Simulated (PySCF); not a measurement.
Geometries of 2 isomers of CH4BrFGe, from PBE0-D3(BJ)/def2-SVP geometry optimisation, gas phase in PySCF 2.14.0. One conformer each, no zero-point energy, no frequencies.

Question: Which isomer lies lower at this level?
A.
```xyz
8
angstrom
F     -1.716   -1.038    0.298
C     -0.986   -0.073   -0.355
Ge     0.837   -0.053    0.382
Br     1.923    1.679   -0.702
H     -0.955   -0.293   -1.435
H     -1.458    0.914   -0.216
H      1.597   -1.350    0.075
H      0.835    0.260    1.885
```
B.
```xyz
8
angstrom
F      1.201   -1.198    0.957
C      0.929   -0.329   -0.048
Ge    -0.991    0.164   -0.033
Br     2.012    1.282    0.161
H      1.260   -0.771   -1.000
H     -1.260    1.088   -1.229
H     -1.816   -1.129   -0.155
H     -1.280    0.871    1.296
```

Answer: A. That is `F[CH2][GeH2][Br]`, 31.8 kcal/mol below the other.

```json
{"SMILES": "F[CH2][GeH2][Br]", "atoms numbered as above": "[F:1][CH2:2][GeH2:3][Br:4]", "E (Eh)": "-4790.15972", "relative (kcal/mol)": "0.0", "relative (kJ/mol)": "0.0", "dipole (D)": "0.54"}
{"SMILES": "F[C@@H]([GeH3])Br", "atoms numbered as above": "[F:1][C@@H:2]([GeH3:3])[Br:4]", "E (Eh)": "-4790.10902", "relative (kcal/mol)": "31.8", "relative (kJ/mol)": "133.1", "dipole (D)": "1.74"}
```
